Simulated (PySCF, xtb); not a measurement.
Al(H)(F)(OEt) (C2H6AlFO), SMILES [O](CC)[AlH][F]. The values are those of a single conformer.

Harmonic wavenumbers (cm⁻¹) from GFN2-xTB in xtb at its own minimum, in rising order: 18, 89, 160, 167, 249, 421, 455, 595, 643, 815, 832, 994, 1092, 1148, 1222, 1254, 1334, 1398, 1474, 1477, 1491, 2043, 2910, 2927, 3039, 3042, 3047.

Q: What does PBE-D3(BJ)/def2-SVP in PySCF 2.14.0 give at its own minimum? (An estimate is asked for; the answer gives what the named calculation found.)

A: 24, 77, 92, 224, 292, 428, 464, 630, 672, 777, 859, 926, 1071, 1128, 1221, 1264, 1329, 1362, 1408, 1418, 1445, 1948, 2929, 2964, 2964, 3054, 3062. Paired by order, the mean absolute difference is 34 cm⁻¹ and the zero-point energies are 49.1 and 48.6 kcal/mol.
